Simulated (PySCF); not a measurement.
PySCF was given this input:
```python
from pyscf import gto, scf, mp

mol = gto.Mole()
mol.atom = '''
    B    -0.00000000   -0.00000000   -0.19907760
    H     0.00000000    0.00000000    0.99538801
'''
mol.basis = '6-31g**'
mol.charge = 1
mol.spin = 1
mol.verbose = 5
mol.build()

mf = scf.UHF(mol)
mf.kernel()

pt = mp.MP2(mf, frozen=1)
pt.kernel()
print('E(MP2) = %.10f' % pt.e_tot)
mf.analyze()
```

### Question
What does this run give for the MP2 correlation energy, SCF-reference HOMO energy, SCF-reference <S^2>, total energy?

### Answer

```json
{
  "MP2 correlation energy": "-0.0321 Eh",
  "SCF-reference HOMO energy": "-22.11 eV",
  "SCF-reference <S^2>": "0.754",
  "total_energy": "-24.848435 Ha"
}
```

These values belong to the state on which the SCF converged, which isn't shown to be the lowest.
